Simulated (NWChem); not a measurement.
Species: SiHF₃; SMILES F[SiH](F)F

```xyz
5

Si     0.0000     0.0000     0.3275
F      1.4431    -0.3847    -0.2431
F     -1.0547    -1.0574    -0.2431
F     -0.3884     1.4421    -0.2431
H      0.0000     0.0000     1.7936
```
Atoms are numbered in this order, from 1.

All runs: NWChem. Pople sets run with spherical d functions. STO-3G and 3-21G are far too small for this property and stand as cheap habits. The geometry was optimised at PBE0/def2-SVP. GIAO values for the isolated, static molecule; σ is the absolute isotropic shielding, δ = σ(reference) − σ with the isolated reference molecule computed at the same levels (19F: trichlorofluoromethane, 1H: tetramethylsilane, 29Si: tetramethylsilane).

```tsv
level	δ Si1 (ppm)	δ F2 (ppm)	δ H5 (ppm)
Hartree-Fock/STO-3G	-14.3	-173.1	2.50
B3LYP/6-31G*	-48.0	-123.6	5.01
LDA (Slater exchange, VWN5)/pcSseg-1	-57.5	-145.7	4.98
```
